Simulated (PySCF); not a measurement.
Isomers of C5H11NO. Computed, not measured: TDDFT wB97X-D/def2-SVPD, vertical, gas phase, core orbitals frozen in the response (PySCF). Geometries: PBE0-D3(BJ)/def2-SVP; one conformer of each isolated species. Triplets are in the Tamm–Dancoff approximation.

A. `CCC(=O)N(C)C`
B. `CCCNC(C)=O`
C. `CC(C)(C)C(N)=O`

Lowest singlet levels (six at most, fewer where fewer were computed) with oscillator strengths:

1. 212 nm (f 0.000); 186 nm (f 0.026); 175 nm (f 0.237); 170 nm (f 0.019); 159 nm (f 0.003); 158 nm (f 0.000); T1 5.28 eV
2. 217 nm (f 0.001); 171 nm (f 0.011); 167 nm (f 0.013); 160 nm (f 0.154); 148 nm (f 0.035); 146 nm (f 0.121); T1 5.25 eV
3. 213 nm (f 0.001); 177 nm (f 0.010); 170 nm (f 0.161); 167 nm (f 0.061); 152 nm (f 0.021); 151 nm (f 0.014); T1 5.37 eV

**Question.** Which spectrum belongs to which structure?

**Answer.** 1 = A, 2 = C, 3 = B.
- A: S1 at 5.86 eV, HOMO-1→LUMO+1 (96%); S1 has the pattern of n→π* at C=O; HOMO -8.77 and LUMO 2.04 eV.
- B: S1 at 5.82 eV, HOMO-1→LUMO+1 (54%), HOMO→LUMO+1 (22%); Löwdin shares by element: HOMO oxygen 36%, nitrogen 34%, carbon 15% or more (atoms not listed hold the other 16%); LUMO carbon 23% or more, hydrogen 22% or more (atoms not listed hold the other 55%); HOMO -9.21 and LUMO 2.07 eV.
- C: S1 at 5.70 eV, HOMO→LUMO+1 (95%); S1 has the pattern of n→π* at C=O; HOMO -9.16 and LUMO 2.04 eV.
A and B have S1 within 0.04 eV of each other; their strongest listed levels stand at 7.07 eV (f 0.237) and 7.29 eV (f 0.161).
B and C have S1 within 0.12 eV of each other; their strongest listed levels stand at 7.29 eV (f 0.161) and 7.73 eV (f 0.154).
